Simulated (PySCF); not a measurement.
C₃H₅, SMILES C[C]=C (connectivity only; charge and spin as stated), charge +1, multiplicity 1.

Geometry: PBE0-D3(BJ)/def2-TZVP. The multiplicity is an assumed one; other spin states were not compared. The isomer is the one that the SMILES or the coordinates give; other isomers of the formula were not compared.

These are PySCF with PBE/def2-TZVPD values and carry that method's errors.

The molecule is in vacuum.

Computed frontier levels, gap, dipole moment and polarisability:
```yaml
highest_occupied_level: -13.81 eV
lowest_empty_level: -10.45 eV
orbital_gap: 3.36 eV
dipole_moment_about_the_centre_of_nuclear_charge: 0.29 D
mean_static_polarisability: 33.5 bohr³ (4.96 Å³)
polarisability_principal_values: 23.7, 25.6, 51.1 bohr³
```
